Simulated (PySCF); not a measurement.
V(CH3)2: V(II) (d3), charge 0. The structure is a PBE0-D3(BJ)/def2-TZVP geometry optimised for multiplicity 4; coordination irregular, point group Cs, metal–donor distances 2.08 Å.

Method (PySCF 2.14, density fitting): CASSCF(3,5) with orbitals averaged over all microstates of the shell, strongly contracted NEVPT2 on the averaged canonical orbitals; basis x2c-TZVPall on the metal, x2c-SVPall elsewhere; spin-free X2C; gas phase; spin-orbit coupling by state interaction with the mean-field operator over all roots.

CASSCF energies above the lowest CASSCF root:

```csv
state,CASSCF / cm⁻¹
4A'',0
4A',581
4A'',1547
4A',3879
4A'',6102
4A',6534
4A'',6597
4A',13830
2A'',13867
2A',13870
2A'',14332
2A',14392
2A',14512
2A'',14648
2A'',14928
2A',15545
2A',15574
2A'',16309
4A'',16648
2A',17038
2A'',17436
2A'',18430
```

**Question.** How does dynamic correlation (SC-NEVPT2) move these states?

**Answer.** 
| state | NEVPT2 / cm⁻¹ | shift / cm⁻¹ |
| --- | --- | --- |
| 4A'' | 0 | 0 |
| 4A' | 1563 | +982 |
| 4A'' | 2062 | +516 |
| 4A' | 4184 | +304 |
| 4A'' | 7046 | +944 |
| 4A' | 8997 | +2463 |
| 4A'' | 8998 | +2401 |
| 4A' | 12627 | -1203 |
| 2A'' | 12080 | -1787 |
| 2A' | 12018 | -1852 |
| 2A'' | 13278 | -1054 |
| 2A' | 12799 | -1594 |
| 2A' | 13171 | -1342 |
| 2A'' | 12535 | -2114 |
| 2A'' | 13968 | -961 |
| 2A' | 14306 | -1239 |
| 2A' | 14243 | -1331 |
| 2A'' | 14963 | -1346 |
| 4A'' | 15972 | -676 |
| 2A' | 16592 | -445 |
| 2A'' | 16914 | -522 |
| 2A'' | 16300 | -2130 |

NEVPT2 lifts 4A'' from 6102 to 7046 cm⁻¹; on the d shell alone such lifts tend to overshoot.
